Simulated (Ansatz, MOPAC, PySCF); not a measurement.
Members of the series Al-XY, Y = silyl; each row names its spin state. Gas-phase values, no solvent. One relaxed conformer stands for each flexible species; it need not be the lowest. Strings in code marks are SMILES.

Quantity: adiabatic spin-state energy, in kcal/mol. Semi-empirical values (MOPAC) are differences of heats of formation. Levels without diffuse functions put anions too high.

Level 1: PBE/aug-cc-pVTZ // B3LYP-D3(BJ)/def2-TZVPD (Ansatz, a quantum-chemistry and plane-wave program)
Level 2: PBE0/aug-cc-pVTZ // B3LYP-D3(BJ)/def2-TZVPD (Ansatz)
Level 3: PBE/6-31G* // B3LYP-D3(BJ)/def2-TZVPD (PySCF)
Level 4: PM7 // B3LYP-D3(BJ)/def2-TZVPD (MOPAC)

| species | level 1 | level 2 | level 3 | level 4 |
|---|---|---|---|---|
| `[SiH3][Al-][SH]`: multiplicity 3 minus multiplicity 1 | 22.0 | 20.6 | 22.3 | -79.9 |
| `[AlH-][SiH3]`: multiplicity 3 minus multiplicity 1 | 11.3 | 10.1 | 11.5 | 96.5 |
| `[AlH2][Al-][SiH3]`: multiplicity 3 minus multiplicity 1 | 2.13 | 0.57 | 1.72 | 92.2 |
| `N#[C][Al-][SiH3]`: multiplicity 3 minus multiplicity 1 | 14.2 | 13.1 | 14.2 | 66.0 |
| `[C-]#[N+][Al-][SiH3]`: multiplicity 3 minus multiplicity 1 | 17.8 | 16.6 | 18.6 | -17.6 |
| `[SiH3][Al-][SiH3]`: multiplicity 3 minus multiplicity 1 | 11.5 | 9.82 | 11.4 | 106.1 |
| `C=[CH][Al-][SiH3]`: multiplicity 3 minus multiplicity 1 | 11.5 | 10.8 | 11.9 | -31.0 |
